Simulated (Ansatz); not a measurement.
`O[Si@@H]1[GaH][Si@H]1F`, one more setting.

```yaml
crystal:
  periodic: [false, false, false]
  atoms:
    - {symbol: O, position_ang: [1.696581, 1.410944, -1.220046]}
    - {symbol: Si, position_ang: [1.063900, -0.057468, -0.310984]}
    - {symbol: Ga, position_ang: [-1.054011, -1.264210, -0.576456]}
    - {symbol: Si, position_ang: [-0.261071, -0.251421, 1.447298]}
    - {symbol: F, position_ang: [-0.659728, -0.031902, 2.917282]}
    - {symbol: H, position_ang: [0.936062, 2.204589, -1.072299]}
    - {symbol: H, position_ang: [2.050284, -0.882737, -0.443147]}
    - {symbol: H, position_ang: [-2.311798, -1.702978, -1.382173]}
    - {symbol: H, position_ang: [-1.521725, 0.556610, 0.639413]}
basis:
  gaussian: {orbitals: def2-TZVPP, nuclear_model: gaussian}
total_charge: -1
magnetization: {spin_polarized: true, initial_magnetization: 1}
hamiltonian: {xc: {name: B97M-V}}
output: {forces: true}
```

```sh
$ ansatz run in.yaml --threads 4 --pin off --events-out ev --progress --plain --max-ram 10444MiB
```

Shortened log:

```
Functional definition: B97M-V
1487 factors; their error is unknown
mean field evaluation 1: about -72946.5493 eV, gradient 2.8e1 eV
mean field evaluation 2: about -72938.3015 eV, gradient 5.3e1 eV
mean field evaluation 4: about -72949.7513 eV, gradient 2.7e0 eV
mean field evaluation 8: about -72949.7902 eV, gradient 2.4e-1 eV
mean field evaluation 16: about -72949.7465 eV, gradient 2.4e-3 eV
mean field -72949.74654382 eV, -2680.8537383711 hartree, gradient 3.9e-5 eV, S^2 0.754020; 5 other end points of the search recorded, 0 dependent functions left out
reference -72949.74661389 eV, -2680.8537409461 hartree; 41, 40 occupied and 209, 210 virtual orbitals, 1487 factors
Total energy: -72949.74661389 eV, -2680.8537409461 hartree
Atom 0 at     1.696581     1.410944    -1.220046 Å, force    -3.711020     1.601510     1.803546 eV/Å
Atom 1 at     1.063900    -0.057468    -0.310984 Å, force    -3.587926     4.861296    -1.796233 eV/Å
Atom 2 at    -1.054011    -1.264210    -0.576456 Å, force     1.411518    -0.642533    -0.166999 eV/Å
Atom 3 at    -0.261071    -0.251421     1.447298 Å, force    -1.349671     0.614562    -3.312157 eV/Å
Atom 4 at    -0.659728    -0.031902     2.917282 Å, force    -0.618292     0.158240     3.406690 eV/Å
Atom 5 at     0.936062     2.204589    -1.072299 Å, force     3.189834    -3.547528    -0.577702 eV/Å
Atom 6 at     2.050284    -0.882737    -0.443147 Å, force     4.125831    -3.087296    -0.323878 eV/Å
Atom 7 at    -2.311798    -1.702978    -1.382173 Å, force    -0.529045     0.198094     0.035124 eV/Å
Atom 8 at    -1.521725     0.556610     0.639413 Å, force     1.068772    -0.156345     0.931609 eV/Å
Dipole moment:    -0.029973     0.174090     0.146062 e Å
```

Run time 34 s (4 threads of an Arm Neoverse V1 on a shared host); peak host memory 0.71 GiB.
